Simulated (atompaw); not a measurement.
# Reading a pseudo-wave (Pm)

Columns: radius, all-electron u(r) and pseudo u(r) of the 6s shell (level -4.23 eV) of promethium in the configuration [Kr] 4d10 4f5 5s2 5p6 5d0 6s1 6p1; PBE, scalar-relativistic, PAW (atompaw) scheme, atompaw 4.2.0.5.

| r (bohr) | all-electron | pseudo |
| --- | --- | --- |
| 0.108 | 0.0094 | -0.0385 |
| 0.215 | -0.0995 | -0.0753 |
| 0.323 | 0.0458 | -0.1095 |
| 0.431 | 0.1503 | -0.1395 |
| 0.538 | 0.1325 | -0.1639 |
| 0.646 | 0.0396 | -0.1822 |
| 0.754 | -0.0708 | -0.1933 |
| 0.862 | -0.1637 | -0.1967 |
| 0.969 | -0.2244 | -0.1920 |
| 1.077 | -0.2523 | -0.1793 |
| 1.185 | -0.2505 | -0.1586 |
| 1.292 | -0.2256 | -0.1308 |
| 1.400 | -0.1831 | -0.0960 |
| 1.508 | -0.1291 | -0.0555 |
| 1.615 | -0.0688 | -0.0107 |
| 1.723 | -0.0047 | 0.0381 |
| 1.831 | 0.0595 | 0.0890 |
| 1.938 | 0.1213 | 0.1402 |
| 2.046 | 0.1805 | 0.1915 |
| 2.154 | 0.2354 | 0.2412 |
| 2.262 | 0.2856 | 0.2882 |
| 2.369 | 0.3304 | 0.3313 |
| 2.477 | 0.3705 | 0.3708 |
| 2.585 | 0.4057 | 0.4057 |
| 2.692 | 0.4358 | 0.4358 |
| 2.800 | 0.4618 | 0.4618 |

Task: How many radial nodes do the two functions have?

Result: The all-electron 6s function has n − l − 1 = 5 (the table is too coarse to show those close to the nucleus); the pseudo-wave has 1, since 1 lower shell of the same l stays in the valence.

Task: Is the pseudo-wave norm-conserving?

Result: No, it belongs to a PAW set: the norm inside the radius is not constrained, and the difference is carried by the augmentation charge.
